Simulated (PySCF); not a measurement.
**Ionisation energy of Gd⁵⁷⁺ by level of theory**

Gd⁵⁷⁺ [He] 2s2 2p3 (4S) → Gd⁵⁸⁺ [He] 2s2 2p2 (3P), as a difference of total energies. All numbers are calculated (PySCF 2.14, scalar relativity by spin-free X2C-1e, in an uncontracted even-tempered set (19 s from 34 bohr⁻², ratio 2.2; 13 p from 44 bohr⁻², ratio 2.2; 5 d from 170 bohr⁻², ratio 2.4; 5 f from 250 bohr⁻², ratio 2.4; 4 g from 380 bohr⁻², ratio 2.4)). Correlated levels: nothing frozen; virtual orbitals above 40 to 60 times the deepest correlated orbital energy dropped. The calculations carry no spin-orbit coupling.

| method | ionisation energy (eV) |
| --- | --- |
| UHF | 12434.5 |
| LDA | 12427.3 |
| PBE | 12429.2 |
| PBE0 | 12430.8 |
| r2SCAN | 12435.0 |
| PBEsol | 12427.6 |
| M06-L | 12434.4 |
| MP2 (all electrons) | 12434.5 |
| SCS-MP2 (all electrons) | 12434.0 |

Spin-orbit coupling is strong in these open shells (close to jj coupling). The scalar numbers leave it out and a first-order estimate fails, so it can dominate the gap to the real levels.

For this ion Breit and QED terms and the two-electron picture change, all absent here, outweigh the differences among the correlated methods.

For comparison: 12147 ± 6 eV (theoretical estimate listed by NIST; NIST Atomic Spectra Database, ionization energies).
